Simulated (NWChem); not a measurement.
System: CClF₂ cation

```xyz
4

F     -0.0003     1.0475    -1.0677
C      0.0020     0.3812     0.0000
F     -0.0003     1.0475     1.0677
Cl     0.0000    -1.2481     0.0000
```
Atoms are numbered in this order, from 1.

All runs: NWChem. Pople sets run with spherical d functions. All runs use the structure optimised with B3LYP/6-31G* (spherical d). Atomic charges in e: unrestrained fits to the electrostatic potential beside Mulliken populations; the two definitions need not agree.

**Question.** Predict the results for Hartree-Fock/6-31G*. Quantities: ESP F1; Mulliken F1; ESP C2; Mulliken C2; ESP F3; Mulliken F3; ESP Cl4; Mulliken Cl4; relative RMS misfit of the potential (%).

**Answer.** 
```
Property                                  Value
----------------------------------------  -----
ESP F1                                     0.01
Mulliken F1                               -0.17
ESP C2                                     0.69
Mulliken C2                                0.93
ESP F3                                     0.01
Mulliken F3                               -0.17
ESP Cl4                                    0.30
Mulliken Cl4                               0.42
relative RMS misfit of the potential (%)      4
```
